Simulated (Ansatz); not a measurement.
Consider the hydrogenolysis of the Si–Si bond: `O[Si](F)(F)[SiH3]` + H₂ → `O[SiH](F)F` + SiH₄.

Calculated with Ansatz (gas phase, PBE0-D4/def2-TZVP geometries, no zero-point term in ΔE). CCSD(T)/CBS is the MP2 limit (def2-TZVPP, def2-QZVPP) plus CCSD(T) − MP2 in def2-TZVPP, frozen cores. This one scheme is used for every species. Functionals use def2-TZVPP. Each species was taken in one conformer, which may not be the lowest.

```tsv
level	ΔE (eV)
PBE-QIDH	-0.34
MP2/def2-TZVPP	-0.38
```

(1) What does CCSD(T)/CBS give? (Estimate.)

Largest T1 diagnostic among the species: 0.013.

Results:

(1) Ansatz gave: -0.33 eV. The listed levels differ from it by -0.01, -0.05 eV.

From PBE to PBE0 (25 % exact exchange), in def2-TZVPP and without D4, ΔE moves by −0.08 eV. The D4 term adds +0.10 eV with B3LYP and +0.06 eV with PBE0; it sums over pairs of atoms, weighted by their polarisabilities, and B3LYP, whose exchange is more repulsive, gets the larger term.

B3LYP here is the variant with VWN-RPA as its local correlation; programs differ in this.
